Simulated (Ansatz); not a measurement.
Relaxation of Cl2H2SSi (6 atoms, charge 0, multiplicity 1), to a largest force component of 0.015 eV/Å in at most 40 steps.

Level of theory: Ansatz, RKS PBE0/6-31G.

```xyz
6
Properties=species:S:1:pos:R:3:forces:R:3
S -1.399 0.791 -0.459 -2.67 1.13 -0.44
Si 0.290 -0.089 0.341 0.53 -2.39 -0.96
Cl 1.843 1.219 0.289 2.33 1.68 -0.18
Cl -0.016 -0.583 2.305 -0.53 -0.53 2.02
H -1.026 0.824 -1.760 0.17 -0.01 -0.47
H 0.633 -1.349 -0.392 0.16 0.12 0.04
```

Task: Where does it end, and by what steps?

Result: The run converged. The force dipped under the threshold on the way, but the program's further checks kept it going. Limits of this set-up: no polarisation functions. After 11 steps the energy has fallen by 0.507 eV; H5 moved furthest, 0.17 Å.

```csv
step,energy less start (eV),largest force component (eV/Å),accepted
0,0.0000,2.669,yes
1,-0.4943,0.245,yes
2,-0.4971,0.130,yes
3,-0.5047,0.050,yes
4,-0.5050,0.016,yes
5,-0.5054,0.067,yes
6,-0.5066,0.007,yes
7,-0.5064,0.132,no
8,-0.5068,0.018,yes
9,-0.5068,0.024,yes
10,-0.5068,0.017,no
11,-0.5068,0.005,yes
```

```xyz
6
Properties=species:S:1:pos:R:3
S -1.545 0.720 -0.495
Si 0.314 -0.150 0.327
Cl 1.973 1.238 0.196
Cl -0.115 -0.584 2.392
H -1.063 0.994 -1.756
H 0.762 -1.406 -0.340
```

Run time: 40 s on 1 thread of Intel(R) Xeon(R) Platinum 8259CL CPU @ 2.50GHz (Skylake/Cascade Lake), on a shared host, peak memory 0.15 GiB.
